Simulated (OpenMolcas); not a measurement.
Zr III.

```
Program             : OpenMolcas 26.06
Basis               : ANO-RCC-VTZP [7s6p4d2f1g]
Scalar Hamiltonian  : DKH2, point nucleus
Active space        : 2 electrons in 6 orbitals (4d 5s)
State averaging     : 2S+1 = 3 even, 15 roots; 2S+1 = 1 even, 21 roots kept (CI in the orbitals of an earlier block)
Spin-orbit coupling : state interaction with AMFI integrals over the reference wave functions, term energies averaged over their components
```

Two sets of levels on these reference wave functions, in cm⁻¹ above 4d² ³F₂: one from CASSCF and one from MS-CASPT2, IPEA 0.25 Eh, imaginary shift 0.1 Eh (closed shells correlated: 4s 4p).

```tsv
Level	Set 1	Set 2
4d² ³F₂	0.0	0.0
4d² ³F₃	685	703
4d² ³F₄	1512	1526
4d² ¹D₂	7240	5530
4d² ³P₀	10340	8630
4d² ³P₁	10600	8910
4d² ³P₂	11110	9420
4d² ¹G₄	14090	11590
4d 5s ³D₁	18980	18510
4d 5s ³D₂	19380	18890
4d 5s ³D₃	20030	19560
4d 5s ¹D₂	28840	24880
4d² ¹S₀	31140	23870
5s² ¹S₀	56670	49860
```

Question: Which set is which?

Answer: Set 2 is MS-CASPT2. Its levels of the other terms of 4d² lie at 0.76 to 0.85 of the other set's values, as expected, since terms of lower spin or lower L gain more correlation energy than the Hund ground term. Against 12 measured levels (Moore, Atomic Energy Levels, vol. II, NSRDS-NBS 35 (1971 reprint of NBS Circular 467, 1952); NIST levels as listed in Rynkun, Gaigalas and Jonsson, Astron. Astrophys. 637, A10 (2020)) the mean absolute deviation is 370 cm-1 with it and 2600 cm-1 without; single levels miss by up to 1400 cm-1 with it.

Term energies are means over components that CASPT2 splits; among the terms shown or strongly mixed into the levels shown the widest spread is 820 cm-1 (4d² ¹G, MS-CASPT2). Terms from blocks run as CI alone lack orbitals of their own. A single d shell beside an s shell can misplace configurations of different d count against each other. Without dynamic correlation excited terms often stand tens of per cent too high (terms of higher spin than the ground term too low), and those without a measured partner can miss by more than the paired ones (holds for CASSCF). Computed and measured levels are paired by configuration, term and J; levels that our copy of the source lacks, or whose pairing is in doubt (as where it misses far off the trend of its configuration), stay unpaired and out of the deviations. Only configurations of the active space appear.
